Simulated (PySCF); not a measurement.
Compound: CH7BOPSb.
Atom-mapped SMILES: `[CH3:1][O:2][B:3]([PH2:4])[SbH2:5]` (hydrogens: H6, H7, H8 on C1; H9, H10 on P4; H11, H12 on Sb5)

Computed by this run: PBE0-D3(BJ)/def2-SVP geometry optimisation, gas phase, def2 core potentials past Kr (PySCF); density fitting, grid level 1; the optimiser is geomeTRIC in internal coordinates, started from a GFN2-xTB structure with every atom displaced at random (about 0.01 Å).

Step 0: E = -19687.5485 eV
```
atom  x, y, z in Å  |  force x, y, z in eV/Å
C1     -1.3319   -1.5017    0.1781   -0.739   2.029  -0.623
O2     -0.0952   -0.9225    0.4703   -0.074  -1.106   0.233
B3      0.2566    0.3346    0.2901    0.923   0.472   0.084
P4     -0.8588    1.7252   -0.3304   -1.603  -0.188   1.469
Sb5     2.2991    0.7359    1.1163    0.085   0.438   0.768
H6     -2.1237   -0.6931    0.1042    0.460  -0.762   0.072
H7     -1.2815   -2.0129   -0.7763    0.004  -0.407  -0.450
H8     -1.5909   -2.1741    0.9628   -0.317  -0.868   0.827
H9     -1.1282    1.1783   -1.5555   -0.452  -0.571  -1.251
H10     0.0938    2.5597   -0.7918    1.409   1.170  -0.539
H11     2.8775    1.4690   -0.2741    0.155   0.394  -0.480
H12     2.9230   -0.7268    0.5975    0.148  -0.601  -0.111
```

Q: Estimate the geometry and energy of step 1. (The exact step hangs on the optimiser's Hessian estimate; all steps are aligned on step 0, rigid shifts and turns removed.)

A: E = -19687.7775 eV, largest force 0.647 eV/Å
```
atom  x, y, z in Å  |  force x, y, z in eV/Å
C1     -1.3768   -1.4682    0.1658   -0.018  -0.388   0.209
O2     -0.0975   -0.9773    0.4828    0.088   0.131  -0.029
B3      0.3137    0.2898    0.3025   -0.014   0.020   0.065
P4     -0.8839    1.6890   -0.3268    0.333   0.077  -0.433
Sb5     2.3695    0.7700    1.1698    0.216  -0.190  -0.579
H6     -2.1390   -0.6758    0.1661   -0.053   0.113  -0.044
H7     -1.3572   -1.9669   -0.8181   -0.023   0.068   0.054
H8     -1.6520   -2.2166    0.9344    0.040   0.150  -0.225
H9     -1.2151    1.1108   -1.6102    0.100   0.144   0.332
H10     0.1411    2.5774   -0.8255   -0.345  -0.289   0.122
H11     2.9115    1.5953   -0.2779   -0.170  -0.234   0.392
H12     3.0254   -0.7558    0.6279   -0.155   0.398   0.136
```

The energy changes by -0.2290 eV. The first-order estimate −F·Δx gives -0.6743 eV and the mean of the old and new forces, exact on a quadratic surface, -0.2469 eV. The step makes an angle of 62° with the force vector and moves no atom by more than 0.131 Å.

The cost below is that of the whole optimisation. Time: 76 s; peak memory 0.52 GiB. Hardware: an Arm Neoverse V1 with one thread, no GPU, shared host with 32 logical CPUs at a one-minute load of 16.
